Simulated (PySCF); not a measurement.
## Bond curve of SnCl⁺

Set-up: basis Sn cc-pVDZ-PP with ECP28, Cl cc-pV(D+d)Z; scalar-relativistic core potentials; PySCF 2.14. Energies in eV from Sn⁺ + Cl in their ground configurations at the same level. State: ¹Σ⁺ (singlet), closed shell.

All columns are PBE0. A positive dipole points towards Cl; it is taken about the centre of mass and depends on that origin.

| R (Å) | E (eV) | μ (D) | Mulliken charge on Sn (basis-dependent) | HOMO (eV) | LUMO (eV) | Mayer bond order | ⟨S²⟩ |
| --- | --- | --- | --- | --- | --- | --- | --- |
| 1.974 | -2.661 | -0.91 | 0.97 | -14.95 | -8.61 | 1.59 | 0.00 |
| 2.066 | -3.438 | -1.50 | 1.01 | -15.09 | -8.77 | 1.54 | 0.00 |
| 2.157 | -3.859 | -2.09 | 1.05 | -15.16 | -8.92 | 1.49 | 0.00 |
| 2.226 | -4.005 | -2.53 | 1.08 | -15.17 | -9.03 | 1.46 | 0.00 |
| 2.295 | -4.043 | -2.95 | 1.11 | -15.15 | -9.13 | 1.42 | 0.00 |
| 2.364 | -3.999 | -3.36 | 1.13 | -14.87 | -9.24 | 1.39 | 0.00 |
| 2.456 | -3.848 | -3.88 | 1.16 | -14.51 | -9.37 | 1.36 | 0.00 |
| 2.570 | -3.559 | -4.49 | 1.18 | -14.10 | -9.52 | 1.32 | 0.00 |
| 2.708 | -3.128 | -5.16 | 1.20 | -13.67 | -9.69 | 1.29 | 0.00 |
| 2.892 | -2.501 | -5.94 | 1.22 | -13.19 | -9.88 | 1.26 | 0.00 |

A fit through these points gives, at Re = 2.290 Å, μ = -2.92 D and dμ/dR = -6.06 D/Å; the reduced mass is 27.07 u.

**Question.** How strong is the fundamental in the double-harmonic approximation, I = 42.26·(dμ/dR)²/μred km/mol?

**Answer.** I = 42.26·(-6.06)²/27.07 = 57.3 km/mol at PBE0.

These are scalar-relativistic numbers at best; spin–orbit coupling would shift them, the dissociation energy most. For an ion De counts to the pair picked by the measured ionisation energies or electron affinities, which need not be the lowest pair at this level.
